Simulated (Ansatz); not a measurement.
`[NH2][Al]([NH2])[SiH2][SiH3]` + H–F → `F[SiH2][SiH3]` + `[NH2][AlH][NH2]`  (cleavage of the Si–Al bond)

Computed with Ansatz on PBE0-D4/def2-TZVP structures; ΔE is electronic, products minus reactants. CCSD(T)/CBS adds triple-zeta CCSD(T) − MP2 to the extrapolated MP2 energy (def2 sets, frozen cores). This one scheme is used for every species. Functionals use def2-TZVPP. One conformer a species, not always the lowest.

| level | ΔE (eV) |
| --- | --- |
| r2SCAN-D4 | -1.03 |
| PBE | -0.89 |

**Question.** What does CCSD(T)/CBS give? (Best estimate.)

**Answer.** Ansatz gave: -1.02 eV. The listed levels differ from it by -0.01, 0.13 eV.

Largest T1 diagnostic among the species: 0.012.

In def2-TZVPP, CCSD(T) changes the Hartree–Fock value by +0.42 eV (the triples alone add +0.06 eV) and MP2 by +0.38 eV. Leaving LDA and LC-ωPBE aside and taking each functional with its dispersion term where it has one, the values, not all of them listed here, spread over 0.38 eV, from CAM-B3LYP-D4 to revPBE-D4. LDA lies +0.03 eV from PBE without D4. At CCSD(T), def2-SVP lies +0.07 eV from the extrapolated value and def2-TZVPP +0.01 eV.
